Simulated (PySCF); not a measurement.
C4H4S2, SMILES C=C1SC=CS1. Coordinates come from a PBE-D3(BJ)/def2-SVP optimisation.

Computed with PBE-D3(BJ)/def2-SVP (PySCF).

Harmonic wavenumbers (cm⁻¹): 88, 313, 406, 427, 462, 567, 597, 610, 620, 735, 746, 746, 794, 820, 1050, 1058, 1226, 1339, 1556, 1592, 3100, 3155, 3174, 3202. Rotational constants (GHz): 3.196, 3.068, 1.565; symmetry number 2.

Problem. Work out the zero-point energy and the ideal-gas rigid-rotor harmonic-oscillator thermochemistry at 298.15 K and 1 atm.

Solution. ZPE = ½ Σ hcν = ½ × 28383 cm⁻¹ = 169.77 kJ/mol. H − E(el) = 188.04 kJ/mol. Entropy in J/(mol K): translation 168.05, rotation 109.04, vibration 45.37, total 322.47. G − E(el) = 91.89 kJ/mol. Cp = 102.54 J/(mol K). Modes under 150 cm⁻¹ make the vibrational entropy uncertain.
